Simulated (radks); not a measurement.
Results of a calculation; reference values are marked as such.
Eu III, configuration [Xe] 4f7. Level of theory: scalar-relativistic Kohn-Sham, PBE, spin-polarised, spherical densities, finite nucleus; open shells are filled with parallel spins first (spin-orbit coupling, left out, can overturn this in heavy ions); Fermi nuclear charge, rms radius 5.1115 fm (a radial shooting solver on a logarithmic mesh with Libxc functionals).

X-ray form factor f0, the Fourier transform of the density (f0(0) = 61):

sin(theta)/lambda (1/angstrom),f0 (electrons)
0.05,60.278
0.1,58.261
0.15,55.325
0.2,51.922
0.25,48.437
0.3,45.121
0.4,39.369
0.5,34.727
0.6,30.870
0.8,24.793
1,20.563
1.25,17.221
1.5,14.980
2,11.305
